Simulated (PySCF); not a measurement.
# C5H12ClSi: g tensor and hyperfine couplings

Species: C₅H₁₂ClSi (doublet state).
Numbering: `[CH3:1][SiH:2][C@@H:3]([CH3:4])[CH2:5][CH2:6][Cl:7]` (hydrogens: H8, H9, H10 on C1; H11 on Si2; H12 on C3; H13, H14, H15 on C4; H16, H17 on C5; H18, H19 on C6)

Geometry (GFN2-xTB, Å), atoms numbered from 1 in this order:
```
atom  x, y, z in Å
C1     2.380    1.482    0.418
Si2    0.532    1.132    0.706
C3    -0.047   -0.306   -0.428
C4     0.888   -1.505   -0.263
C5    -1.483   -0.749   -0.151
C6    -2.525    0.316   -0.440
Cl7   -2.569    1.551    0.844
H8     2.677    2.410    0.896
H9     2.616    1.566   -0.639
H10    2.997    0.689    0.834
H11    0.279    0.796    2.112
H12    0.004    0.010   -1.477
H13    0.879   -1.862    0.765
H14    0.582   -2.328   -0.909
H15    1.909   -1.236   -0.522
H16   -1.576   -1.075    0.887
H17   -1.718   -1.611   -0.786
H18   -2.308    0.840   -1.371
H19   -3.526   -0.112   -0.484
```

The hyperfine couplings belong to this conformer and change with its torsions.

The calculation used UKS B3LYP, pcH-1 on C Cl H Si, non-relativistic, mean-field spin-orbit, GIAO (PySCF). One conformer (not necessarily the lowest) at the GFN2-xTB geometry, without solvent, vibrations or thermal averaging. A GFN2-xTB geometry isn't a minimum of the functional, and hyperfine couplings can be far from their values at a DFT geometry, by a factor of two or more for some ions and for spin on atoms past the first row. Stability of the SCF solution: not tested.

* g1, g2, g3: 2.00177, 2.00305, 2.00384
* g_iso: 2.00288
* Form of g: rhombic: the two nearest values differ by 38 % of g3 − g1
* ⟨S²⟩: 0.7514 (exact 0.7500)
* α and β electrons: 37, 36
* Total energy: -947.44898 Eh

Hyperfine couplings atom by atom, in mT; T1 to T3 are the principal values of the dipolar part (MHz turned into mT with g_iso):

```json
{"atom": "C1", "isotope": "13C", "a_iso": "1.28", "of which spin–orbit": "0.00", "T1": "-0.17", "T2": "-0.16", "T3": "0.32", "Mulliken spin population": "0.00"}
{"atom": "Si2", "isotope": "29Si", "a_iso": "-19.16", "of which spin–orbit": "0.04", "T1": "-6.09", "T2": "3.02", "T3": "3.07", "Mulliken spin population": "0.94"}
{"atom": "C3", "isotope": "13C", "a_iso": "0.72", "of which spin–orbit": "0.00", "T1": "-0.14", "T2": "-0.12", "T3": "0.26", "Mulliken spin population": "0.00"}
{"atom": "C4", "isotope": "13C", "a_iso": "1.13", "of which spin–orbit": "0.00", "T1": "-0.07", "T2": "-0.07", "T3": "0.15", "Mulliken spin population": "0.01"}
{"atom": "C5", "isotope": "13C", "a_iso": "-0.03", "of which spin–orbit": "0.00", "T1": "-0.02", "T2": "-0.01", "T3": "0.03", "Mulliken spin population": "0.00"}
{"atom": "C6", "isotope": "13C", "a_iso": "-0.02", "of which spin–orbit": "0.00", "T1": "-0.02", "T2": "-0.01", "T3": "0.03", "Mulliken spin population": "0.00"}
{"atom": "Cl7", "isotope": "35Cl", "a_iso": "1.03", "of which spin–orbit": "0.00", "T1": "-0.26", "T2": "-0.25", "T3": "0.51", "Mulliken spin population": "0.02"}
{"atom": "H8", "isotope": "1H", "a_iso": "0.27", "of which spin–orbit": "0.00", "T1": "-0.17", "T2": "-0.10", "T3": "0.27", "Mulliken spin population": "0.00"}
{"atom": "H9", "isotope": "1H", "a_iso": "-0.06", "of which spin–orbit": "0.00", "T1": "-0.16", "T2": "-0.08", "T3": "0.24", "Mulliken spin population": "0.00"}
{"atom": "H10", "isotope": "1H", "a_iso": "2.16", "of which spin–orbit": "0.00", "T1": "-0.15", "T2": "0.01", "T3": "0.15", "Mulliken spin population": "0.03"}
{"atom": "H11", "isotope": "1H", "a_iso": "1.13", "of which spin–orbit": "0.00", "T1": "-0.33", "T2": "-0.01", "T3": "0.34", "Mulliken spin population": "0.00"}
{"atom": "H12", "isotope": "1H", "a_iso": "0.15", "of which spin–orbit": "0.00", "T1": "-0.15", "T2": "-0.09", "T3": "0.24", "Mulliken spin population": "0.00"}
{"atom": "H13", "isotope": "1H", "a_iso": "0.02", "of which spin–orbit": "0.00", "T1": "-0.10", "T2": "-0.03", "T3": "0.13", "Mulliken spin population": "0.00"}
{"atom": "H14", "isotope": "1H", "a_iso": "0.70", "of which spin–orbit": "0.00", "T1": "-0.06", "T2": "-0.03", "T3": "0.09", "Mulliken spin population": "0.01"}
{"atom": "H15", "isotope": "1H", "a_iso": "0.02", "of which spin–orbit": "0.00", "T1": "-0.09", "T2": "-0.03", "T3": "0.12", "Mulliken spin population": "0.00"}
{"atom": "H16", "isotope": "1H", "a_iso": "0.00", "of which spin–orbit": "0.00", "T1": "-0.07", "T2": "-0.05", "T3": "0.12", "Mulliken spin population": "0.00"}
{"atom": "H17", "isotope": "1H", "a_iso": "0.01", "of which spin–orbit": "0.00", "T1": "-0.04", "T2": "-0.03", "T3": "0.07", "Mulliken spin population": "0.00"}
{"atom": "H18", "isotope": "1H", "a_iso": "0.00", "of which spin–orbit": "0.00", "T1": "-0.07", "T2": "-0.06", "T3": "0.13", "Mulliken spin population": "0.00"}
{"atom": "H19", "isotope": "1H", "a_iso": "0.00", "of which spin–orbit": "0.00", "T1": "-0.04", "T2": "-0.02", "T3": "0.06", "Mulliken spin population": "0.00"}
```

The largest Mulliken spin population is on Si2 (+0.94). The angles at Si2 add up to 330.8°, so it is pyramidal.

Under fast tumbling the dipolar parts average out, and these isotropic splittings remain: 1 × 1H (H11, I = 1/2, 2 lines) with 1.13 mT, 1 × 35Cl (Cl7, I = 3/2, 4 lines) with 1.03 mT, 3 × 1H (H8/H9/H10, I = 1/2, 4 lines) with 0.79 mT, 3 × 1H (H13/H14/H15, I = 1/2, 4 lines) with 0.25 mT and 1 × 1H (H12, I = 1/2, 2 lines) with 0.15 mT.

Class means assume fast exchange of nuclei equivalent by connectivity; if that motion is slow, each nucleus keeps its own coupling. The three 1H nuclei of mean +22.1 MHz run from -1.7 to 60.5 MHz in the frozen geometry. The three 1H nuclei of mean +6.9 MHz run from 0.5 to 19.7 MHz in the frozen geometry.

Main isotope only: 35Cl (natural samples also hold 24 % 37Cl, magnetic too, which adds its own pattern).

The 13C coupling of C1 (36.0 MHz) shows only in satellite lines or after enrichment, since that isotope makes up about 1.07 % of natural carbon.

The 29Si coupling of Si2 (-537.1 MHz) shows only in satellite lines or after enrichment, since that isotope makes up about 4.7 % of natural silicon.
